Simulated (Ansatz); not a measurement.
Program: Ansatz. Geometries: PBE0-D4/def2-TZVP. ΔE: electronic, gas phase. CCSD(T)/CBS is the MP2 limit (def2-TZVPP, def2-QZVPP) plus CCSD(T) − MP2 in def2-TZVPP, frozen cores. This one scheme is used for every species, atoms too. For atomizations the MP2-based limit and the directly extrapolated one differ by several kJ/mol either way, and by 10 to 25 for some Ge, Se and Sn compounds, so smaller differences from it don't rank the levels. DFT in def2-TZVPP. Open shells (•) are unrestricted, without spin–orbit coupling. Spin–orbit coupling would lower the free atoms: a little for C, O, Si; strongly for In. Elements past krypton have def2 core potentials. Bonds to In are less sure, by a few kJ/mol each and by 10 to 20 or more in all where they break to atoms, as the def2 sets lack core-valence functions. One conformer a species, not always the lowest.

`O=[CH][InH][SiH2]O` → C• + 5 H• + In• + 2 O• + Si•  (atomization)

`O=[CH][InH][SiH2]O`:

```xyz
10

O    -0.814    1.692    1.058
C    -1.016    1.777   -0.135
In   -0.250    0.095   -1.441
Si    0.863   -1.436    0.310
O     0.567   -0.727    1.764
H    -1.565    2.683   -0.493
H    -0.531    0.168   -3.141
H     0.306   -2.818    0.288
H     2.329   -1.561    0.066
H     0.112    0.129    1.725
```

CCSD(T)/CBS gives +34.17 eV.

Q: Another level gave +33.54 eV. Which?
A. CCSD(T)/def2-TZVPP
B. PBE0/def2-TZVPP
C. r2SCANh-D4/def2-TZVPP
D. SCS-MP2/def2-TZVPP

A: B. PBE0 33.54, SCS-MP2/def2-TZVPP 33.50, CCSD(T)/def2-TZVPP 33.14, r2SCANh-D4 33.75 eV.

Largest T1 diagnostic among the species: 0.016.

From PBE to PBE0 (25 % exact exchange), in def2-TZVPP and without D4, ΔE moves by −0.87 eV: exact exchange takes away binding that semilocal exchange gives to molecules. At CCSD(T), def2-SVP lies −2.58 eV from the extrapolated value and def2-TZVPP −1.04 eV: correlation converges slowly with the basis, and small sets miss more of it in the bonded molecule than in its fragments. Leaving LDA and LC-ωPBE aside and taking each functional with its dispersion term where it has one, the values, not all of them listed here, spread over 2.08 eV, from BHLYP-D4 to PBE-D4. LDA lies +5.11 eV from PBE without D4, its usual overbinding.
